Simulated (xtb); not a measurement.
C2H8Ge2, SMILES [GeH3]/[CH]=[CH]/[GeH3]. All values are semi-empirical tight-binding results from xtb (GFN2-xTB unless named), good for trends rather than for accurate numbers. The structure is a stationary point at GFN2-xTB.

Optimised geometry:

Bond lengths (Å): Ge1–C2 1.946, Ge1–H5 1.493, Ge1–H6 1.495, Ge1–H7 1.495, C2–C3 1.328, C2–H8 1.085, C3–Ge4 1.945, C3–H9 1.085, Ge4–H10 1.495, Ge4–H11 1.495, Ge4–H12 1.493. Angles (°): C2–Ge1–H5 110.4, C2–Ge1–H6 111.2, C2–Ge1–H7 111.3, H5–Ge1–H6 108.6, H5–Ge1–H7 108.4, H6–Ge1–H7 106.7, Ge1–C2–C3 124.5, Ge1–C2–H8 116.6, C3–C2–H8 118.9, C2–C3–Ge4 124.5, C2–C3–H9 118.9, Ge4–C3–H9 116.6, C3–Ge4–H10 111.2, C3–Ge4–H11 111.2, C3–Ge4–H12 110.5, H10–Ge4–H11 106.7, H10–Ge4–H12 108.5, H11–Ge4–H12 108.6.
Charge 0, spin multiplicity 1.

For metal compounds this method's bond lengths and energies can be far off.

Computed properties:
```json
{
  "point_group_as_xtb_finds_it": "C2",
  "orbital_gap": "4.14 eV",
  "zero_point_energy": "46.9 kcal/mol",
  "G − E(el) at 298.15 K (modified RRHO)": "26.1 kcal/mol"
}
```

Computed atomic charges and the Wiberg bond orders between heavy atoms:
charges (e) Ge1 0.09, C2 -0.07, C3 -0.07, Ge4 0.09, H5 -0.02, H6 -0.02, H7 -0.02, H8 0.04, H9 0.04, H10 -0.02, H11 -0.02, H12 -0.02. Bond orders Ge1–C2 0.91, C2–C3 1.93, C3–Ge4 0.91.
